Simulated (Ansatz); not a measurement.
```yaml
atoms:
  - { symbol: Be, position_ang: [0.0086, 0.0029, -0.2759] }
  - { symbol: H, position_ang: [-0.0052, -0.0075, 1.0908] }
```

UHF-MP2 on doublet BeH was run in several spherical basis sets with Ansatz (development build ahead of 0.2.0). Frozen core: 0 orbitals.

(1) Rank the basis sets by the total energy that they give, lowest first, with the distance from the lowest.
A. cc-pVDZ
B. STO-3G
C. 6-31G(d)

## Answers

(1) A (0.00 eV), C (0.25 eV), B (6.28 eV).

Totals follow the description of the cores as much as that of the bonds, so this order isn't one of quality for chemistry.
